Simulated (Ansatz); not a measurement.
Mulliken charges of `[CH3][InH][Cl]` from r2SCAN/def2-TZVPP in Ansatz (PBE0-D4/def2-TZVP geometry).

```json
{"atom": "C1", "x (Å)": "-0.941", "y (Å)": "0.402", "z (Å)": "-0.305", "charge (e)": "-0.456"}
{"atom": "In2", "x (Å)": "1.049", "y (Å)": "-0.280", "z (Å)": "0.033", "charge (e)": "0.716"}
{"atom": "Cl3", "x (Å)": "1.201", "y (Å)": "-1.465", "z (Å)": "2.065", "charge (e)": "-0.438"}
{"atom": "H4", "x (Å)": "-1.057", "y (Å)": "0.846", "z (Å)": "-1.293", "charge (e)": "0.095"}
{"atom": "H5", "x (Å)": "-1.623", "y (Å)": "-0.442", "z (Å)": "-0.197", "charge (e)": "0.099"}
{"atom": "H6", "x (Å)": "-1.190", "y (Å)": "1.142", "z (Å)": "0.458", "charge (e)": "0.095"}
{"atom": "H7", "x (Å)": "2.561", "y (Å)": "-0.203", "z (Å)": "-0.760", "charge (e)": "-0.110"}
```

Q: By hand: the dipole of these point charges (1 e Å = 4.8032 D).

A: Σ q r = (-0.002, 0.425, -0.757) e Å, of length 0.868 e Å = 4.17 D.

Q: How does the dipole of the full density compare? (Best estimate.)

A: The calculation gave: (-0.204, 0.372, -0.567) e Å, 3.40 D; the point charges give 1.23 times that, at 17° from its direction.

Point charges leave out the atoms' own dipoles, such as those of lone pairs, and Mulliken's split depends on the basis, so the two needn't agree.
